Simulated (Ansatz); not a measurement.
Reaction (substitution at a C–O bond): `COC(O)[SeH]` + H–F → `COC(F)[SeH]` + H₂O

Calculated with Ansatz (gas phase, PBE0-D4/def2-TZVP geometries, no zero-point term in ΔE). CCSD(T)/CBS is the MP2 limit (def2-TZVPP, def2-QZVPP) plus CCSD(T) − MP2 in def2-TZVPP, frozen cores. This one scheme is used for every species. DFT in def2-TZVPP. For Se outer-core shells are correlated without core-valence functions, which leaves a few kJ/mol of doubt a bond. Scalar relativity is left out up to krypton. One conformer a species, not always the lowest.

```json
{"level": "PBE0-D4", "ΔE (kJ/mol)": "-1.6"}
{"level": "HF/def2-QZVPP", "ΔE (kJ/mol)": "-11.6"}
```

Task: What does CCSD(T)/CBS give? (Estimate.)

Result: Ansatz gave: +0.3 kJ/mol. The listed levels differ from it by -1.9, -11.9 kJ/mol.

Largest T1 diagnostic among the species: 0.011.

In def2-TZVPP, CCSD(T) changes the Hartree–Fock value by +10.9 kJ/mol (the triples alone add +1.4 kJ/mol) and MP2 by +15.7 kJ/mol. The D4 term adds +3.9 kJ/mol with B3LYP and +2.1 kJ/mol with PBE0; it sums over pairs of atoms, weighted by their polarisabilities, and B3LYP, whose exchange is more repulsive, gets the larger term.

B3LYP here is the variant with VWN-RPA as its local correlation; programs differ in this.
